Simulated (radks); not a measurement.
The numbers below are computed, except where a source is named.
Numerical settings for the tantalum ion Ta+, [Xe] 4f14 5d3 6s1. Level of theory: scalar-relativistic Kohn-Sham, SCAN, spin-polarised, spherical densities, finite nucleus; open shells are filled with parallel spins first (spin-orbit coupling, left out, can overturn this in heavy ions); meta-GGA in the generalised Kohn-Sham scheme; Fermi nuclear charge, rms radius 5.3507 fm (a radial shooting solver on a logarithmic mesh with Libxc functionals). The defaults (mesh step 0.008 in ln r, mesh end at 40 bohr or more with all orbitals vanishing there, Anderson mixing 0.5 over 9 steps, residual threshold near 1e-9 with the energy settled to 1e-9 hartree or 1e-11 of itself, here a cap of 51 iterations) give E = -15604.420 hartree and 5d at -11.455 eV in 12 iterations. Run on one thread of a shared host, so times are rough (Arm Neoverse V2): 0.24 s of CPU time, 0.24 s wall, 12 iterations on 2360 mesh points. One setting is changed at a time: mesh step in ln r 0.02; mesh step in ln r 0.2; mesh step in ln r 0.012; mesh end (bohr) 3; mesh end (bohr) 5; residual threshold 0.1; residual threshold 0.001; mixing 0.2; linear mixing, mixing 0.2; linear mixing, mixing 0.5; mixing history 20; iteration cap 2. Which runs fail to converge, and which converge to a wrong energy?

Answer. Not converged within the cap: mesh step in ln r 0.2; linear mixing, mixing 0.2; iteration cap 2. Settled on a wrong energy, with an occupied level pushed above zero by the early mesh end: mesh end (bohr) 3 (+1.62 hartree). Apart from these: settings that end as converged yet miss the energy by more than 1 mhartree: mesh step in ln r 0.02 (+0.00194 hartree); mesh end (bohr) 5 (+0.0732 hartree).
